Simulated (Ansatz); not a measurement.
`[F][Ge]([F])([F])[SH]` + HCl → `[F][Ge]([F])([SH])[Cl]` + H–F at 400 K and 1 bar (ligand exchange at a Ge–F bond).

Gas-phase electronic energies from Ansatz, PBE0-D4/def2-TZVP geometries. CCSD(T)/CBS is the MP2 limit (def2-TZVPP, def2-QZVPP) plus CCSD(T) − MP2 in def2-TZVPP, frozen cores. This one scheme is used for every species. For Ge outer-core shells are correlated without core-valence functions, which leaves a few kJ/mol of doubt a bond. Scalar relativity is left out up to krypton. Each species was taken in one conformer, which may not be the lowest.

```json
{"species": "`[F][Ge]([F])([F])[SH]`", "CCSD(T)/CBS energy (Eh)": "-2774.00787", "H − E (kJ/mol)": "75.0", "S (J/(mol·K))": "384.1"}
{"species": "HCl", "CCSD(T)/CBS energy (Eh)": "-460.38127", "H − E (kJ/mol)": "29.6", "S (J/(mol·K))": "195.4"}
{"species": "`[F][Ge]([F])([SH])[Cl]`", "CCSD(T)/CBS energy (Eh)": "-3133.99738", "H − E (kJ/mol)": "73.6", "S (J/(mol·K))": "395.7"}
{"species": "H–F", "CCSD(T)/CBS energy (Eh)": "-100.39570", "H − E (kJ/mol)": "36.5", "S (J/(mol·K))": "182.2"}
```

H − E and S are ideal-gas, rigid-rotor, harmonic terms from PBE0-D4/def2-TZVP, for one conformer and one mirror image of each species. 1 Eh = 2625.50 kJ/mol, R = 8.31446 J/(mol·K).

**Question.** By hand: ΔE, ΔH, ΔS and ΔG.

**Answer.** ΔE = (-3133.99738) + (-100.39570) − (-2774.00787) − (-460.38127) = -0.00394 Eh = -10.3 kJ/mol. Δ(H − E) = 73.6 + 36.5 − 75.0 − 29.6 = 5.5, so ΔH = -4.8 kJ/mol. ΔS = 395.7 + 182.2 − 384.1 − 195.4 = -1.6 J/(mol·K). ΔG = -4.8 − 400 × (-1.6)/1000 = -4.2 kJ/mol.

**Question.** By hand: the equilibrium constant, and the temperature at which ΔG would vanish if ΔH and ΔS stayed fixed.

**Answer.** log₁₀ K = −ΔG/(RT ln 10) = 0.5. ΔG = 0 at ΔH/ΔS = 3000 K, far beyond where these terms or the molecules hold.

The number of gas molecules stays the same, so ΔS is small and ΔH decides. The sign of ΔG lies within the doubt. A doubt of 5 kJ/mol in ΔE shifts log₁₀ K by 0.7 here. Other conformers and mirror images would add mixing entropy, several J/(mol·K) or more a flexible species. These are equilibria of isolated gas molecules and say nothing of rates. Largest T1 diagnostic: 0.012 (customary marks: 0.02 for closed shells, 0.045 for open ones).
